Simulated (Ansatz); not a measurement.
Reaction (formal exchange of groups at a C–C bond): `C=C[CH2][Al]([F])[F]` + `[Br][SnH3]` → `C=[CH][SnH2][Br]` + `[CH3][Al]([F])[F]`

Gas-phase electronic energies from Ansatz, PBE0-D4/def2-TZVP geometries. CBS: MP2 limit from def2 TZ/QZ plus the TZ coupled-cluster correction, frozen cores. DFT in def2-TZVPP. Elements past krypton have def2 core potentials. For Br, Sn outer-core shells are correlated without core-valence functions, which leaves a few kJ/mol of doubt a bond. Scalar relativity is left out up to krypton. Each species was taken in one conformer, which may not be the lowest.

CCSD(T)/CBS gives -8.6 kcal/mol.

Another level gave -1.4 kcal/mol. Which?
A. LDA (SPW92)/def2-TZVPP
B. r2SCANh-D4/def2-TZVPP
C. B2PLYP/def2-TZVPP
D. BHLYP/def2-TZVPP

A. LDA (SPW92) -1.4, B2PLYP -7.5, BHLYP -6.3, r2SCANh-D4 -4.0 kcal/mol.

Largest T1 diagnostic among the species: 0.012.

At CCSD(T), def2-SVP lies +4.1 kcal/mol from the extrapolated value and def2-TZVPP +1.1 kcal/mol. From BLYP to BHLYP (50 % exact exchange), in def2-TZVPP and without D4, ΔE moves by +1.6 kcal/mol. Leaving LDA and LC-ωPBE aside and taking each functional with its dispersion term where it has one, the values, not all of them listed here, spread over 4.0 kcal/mol, from BLYP-D4 to B97M-V. LDA lies +3.6 kcal/mol from PBE without D4.
